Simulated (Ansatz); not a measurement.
Stepwise reaction of `F[Si](Cl)(Cl)Cl` with hydrogen, as a gas-phase model of exchange steps in deposition or etching. ΔE in kJ/mol; ΔG adds harmonic PBE0-D4 terms to CCSD(T)/CBS, at 1 bar.

Gas-phase electronic energies from Ansatz, PBE0-D4/def2-TZVP geometries. CCSD(T)/CBS adds triple-zeta CCSD(T) − MP2 to the extrapolated MP2 energy (def2 sets, frozen cores). This one scheme is used for every species. DFT in def2-TZVPP. B3LYP here is the variant with VWN-RPA as its local correlation; programs differ in this.

| step | reaction | PBE-D4 | B3LYP-D4 | ωB97M-V | CCSD(T)/CBS | ΔG(600 K) |
| --- | --- | --- | --- | --- | --- | --- |
| 1 | `F[Si](Cl)(Cl)Cl` + H₂ → `F[SiH](Cl)Cl` + HCl | 73.9 | 71.5 | 73.7 | 71.3 | 57.1 |
| 2 | `F[SiH](Cl)Cl` + H₂ → `F[SiH2]Cl` + HCl | 84.7 | 81.8 | 84.3 | 82.2 | 73.9 |
| 3 | `F[SiH2]Cl` + H₂ → `F[SiH3]` + HCl | 86.9 | 84.4 | 87.1 | 85.8 | 83.0 |

(1) By hand: ΔE of the 3 steps together at CCSD(T)/CBS.

Answers

(1) (71.3) + (82.2) + (85.8) = 239.3 kJ/mol, or 79.8 kJ/mol a step.

In ΔE each step is higher than the one before. All are uphill at CCSD(T)/CBS. ΔG lies between 57.1 and 83.0 kJ/mol a step. PBE-D4 differs from CCSD(T)/CBS by 1.1 to 2.6 kJ/mol a step. Isolated molecules leave out the surface, adducts and barriers. Largest T1 diagnostic: 0.011.
